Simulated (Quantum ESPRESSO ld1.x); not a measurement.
The numbers below are computed, except where a source is named.
Problem. Bi3+, configuration [Hg] (the NIST ground configuration). Level of theory: Dirac Kohn-Sham, BLYP, spin-unpolarised, spherical densities, point nucleus (ld1.x of Quantum ESPRESSO 7.5). Some entries of the table are withheld. Estimate them.

orbital  occ.  eigenvalue (eV)  <r^2> (bohr^2)
1s1/2       2         -90559.0       0.0003459
2s1/2       2         -16279.1        0.005184
2p1/2       2         -15640.0        0.003642
2p3/2       4         -13319.2        0.004823
3s1/2       2         -3949.98         0.03358
3p1/2       2              (1)         0.03049
3p3/2       4              (2)         0.03680
3d3/2       4         -2670.52         0.02802
3d5/2       6         -2560.38         0.02972
4s1/2       2         -927.834          0.1605
4p1/2       2              (3)          0.1625
4p3/2       4              (4)          0.1934
4d3/2       4              (5)          0.2000
4d5/2       6              (6)          0.2105
5s1/2       2         -185.182          0.7739
4f5/2       6         -183.039          0.2291
4f7/2       8         -177.547          0.2355
5p1/2       2         -141.738          0.8819
5p3/2       4         -116.985           1.069
5d3/2       4         -56.3748           1.651
5d5/2       6         -53.3201           1.765
6s1/2       2         -39.9983           4.569
6p1/2       0         -30.0317           6.094
6p3/2       0         -26.9379           7.309
7s1/2       0         -15.9046           19.96
6d3/2       0         -15.6885           14.17
6d5/2       0         -15.3750           14.75
5f5/2       0         -11.1236           15.25
5f7/2       0         -11.0862           15.43

Solution. 
(1) 3p1/2 eigenvalue (eV): -3661.69
(2) 3p3/2 eigenvalue (eV): -3142.05
(3) 4p1/2 eigenvalue (eV): -802.570
(4) 4p3/2 eigenvalue (eV): -674.470
(5) 4d3/2 eigenvalue (eV): -471.006
(6) 4d5/2 eigenvalue (eV): -447.107
